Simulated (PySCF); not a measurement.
## Hg: excitation energy

Hg [Xe] 4f14 5d10 6s2 (1S) → Hg [Xe] 4f14 5d10 6s1 6p1 (3P), as a difference of total energies. Calculation: PySCF 2.14, in x2c-TZVPPall (11s7p7d3f1g, 97 functions); the spin-free X2C one-electron Hamiltonian (Gaussian nucleus). Correlated levels: valence: [Xe] 4f14 frozen; valence and next inner shell: [Kr] 4d10 4f14 frozen. The calculations carry no spin-orbit coupling.

| method | excitation energy (eV) |
| --- | --- |
| UHF | 3.685 |
| LDA | 5.588 |
| PBE | 5.332 |
| PBE0 | 5.020 |
| r2SCAN | 5.149 |
| MP2 (valence) | 5.258 |
| SCS-MP2 (valence) | 5.294 |
| MP2 (valence and next inner shell) | 5.377 |
| SCS-MP2 (valence and next inner shell) | 5.367 |

Q: How much does correlation contribute at MP2 (valence and next inner shell)?

A: 5.377 − (3.685) = 1.692 eV, measured against UHF.

A first-order spin-orbit estimate (lowest level to lowest level, LS coupling) adds -0.471 eV.

The basis was made for the ground configuration and has no added diffuse functions, so the excitation energy can come out too high.
